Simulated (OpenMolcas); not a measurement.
Co⁷⁺: effect of the basis set

```yaml
Program: OpenMolcas
Method: "SS-RASPT2, IPEA 0.25 Eh, imaginary shift 0.1 Eh (closed shells correlated: 3s)"
Active_space: 8 electrons in 8 orbitals (RAS1 3p, at most 2 holes; RAS2 3d)
State_averaging: 2S+1 = 3 even, 10 roots; 2S+1 = 1 even, 15 roots
Spin-orbit_coupling: state interaction with AMFI integrals over the reference wave functions, term energies averaged over their components
```

A. ANO-RCC-VTZP [6s5p3d2f1g], DKH2, point nucleus; CASPT2 step roughly 10 core-seconds
B. ANO-R2 [7s5p4d2f1g], X2C, finite nucleus; CASPT2 step of the order of 13 core-seconds
C. ANO-RCC-VQZP [7s6p4d3f2g1h], DKH2, point nucleus; CASPT2 step of the order of 21 core-seconds

Energies in cm⁻¹ above 3d² ³F₂, the measured ground level; measured values from Sugar and Corliss, J. Phys. Chem. Ref. Data 10, 1097 (1981).

```tsv
Level	A	B	C	Measured
3d² ³F₂	0.0	0.0	0.0	0.0
3d² ³F₃	1415	1437	1473	1430
3d² ³F₄	3150	3200	3280	3144
3d² ¹D₂	20080	19970	19920	19624
3d² ³P₀	23020	23060	23080	22304
3d² ³P₁	23550	23590	23630	22839
3d² ³P₂	24790	24840	24910	24055
3d² ¹G₄	32910	32990	32980	32360
3d² ¹S₀	76070	75580	75560	74247
```

Deviations, from unrounded energies. A percentage is the sum of absolute deviations over the sum of measured energies, with the sign that they share, or ± where signs differ.

```csv
Against measurement,Levels,A,B,C
mean absolute deviation (cm-1),8,630,580,600
fine structure of the ground term (%),2,±0.5,+1.4,+3.9
other terms of the ground configuration (%),6,+2.6,+2.4,+2.4
```

B, C lie about equally close to measurement and A furthest from it. The largest miss of B in the table is 3d² ¹S₀, by +1300 cm-1. The ranking rests on the paired levels alone, and a cruder setting can come out closer through cancelling errors.

The two smallest mean deviations differ by little beside CASPT2's spread within terms, so their order carries little weight.

Among A to C the level of the table that moves most is 3d² ¹S₀, by 520 cm-1 (lowest in C, highest in A). Moves below CASPT2's spread within the term are not significant.

CASPT2 does not keep the components of a term degenerate, so their means are used; among the terms shown or strongly mixed into the levels shown the widest spread is 350 cm-1 (3d² ³F, B). Active for correlation alone: 3p; no level in the range computed is led by a configuration that opens it, so any true level of that kind is missing. Computed and measured levels are paired by configuration, term and J; levels that our copy of the source lacks, or whose pairing is in doubt (as where it misses far off the trend of its configuration), stay unpaired and out of the deviations. Only configurations of the active space appear.
